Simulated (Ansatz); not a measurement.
`C[O][Ge]([OH])([Cl])[Cl]` and `[OH][Ge]([F])([Cl])[Cl]` differ in one atom or group.

Ansatz, PBE0-D4/def2-TZVP geometries, multiplicity 1. Each molecule was computed in one conformer, which needn't be the lowest.

Scalar relativity is left out up to krypton.

| property | `C[O][Ge]([OH])([Cl])[Cl]` |
| --- | --- |
| HOMO–LUMO gap (B3LYP/def2-TZVPP) / eV | 7.17 |
| LUMO energy (PBE0/def2-TZVPP) / eV | -1.04 |
| LUMO energy (B3LYP/def2-TZVPP) / eV | -1.38 |
| size of the dipole moment (PBE/def2-TZVPP) / D | 2.23 |
| HOMO–LUMO gap (PBE0/def2-TZVPP) / eV | 7.77 |
| HOMO energy (B3LYP/def2-TZVPP) / eV | -8.55 |

(1) Give the same properties after the change, and the shifts. (An estimate is asked.)

Answers

(1) Computed: 
| property | `[OH][Ge]([F])([Cl])[Cl]` | shift |
| --- | --- | --- |
| HOMO–LUMO gap (B3LYP/def2-TZVPP) / eV | 7.69 | 0.52 |
| LUMO energy (PBE0/def2-TZVPP) / eV | -1.45 | -0.41 |
| LUMO energy (B3LYP/def2-TZVPP) / eV | -1.80 | -0.42 |
| size of the dipole moment (PBE/def2-TZVPP) / D | 1.52 | -0.71 |
| HOMO–LUMO gap (PBE0/def2-TZVPP) / eV | 8.34 | 0.57 |
| HOMO energy (B3LYP/def2-TZVPP) / eV | -9.49 | -0.94 |

With PBE0 the HOMO falls by 0.99 eV and the LUMO falls by 0.41 eV, so the gap widens by about 0.58 eV. PBE moves the HOMO by -1.07 eV and ωB97M-V by -0.86 eV. Dipoles are sizes alone; their direction can turn.

B3LYP here is the variant with VWN-RPA as its local correlation; programs differ in this.
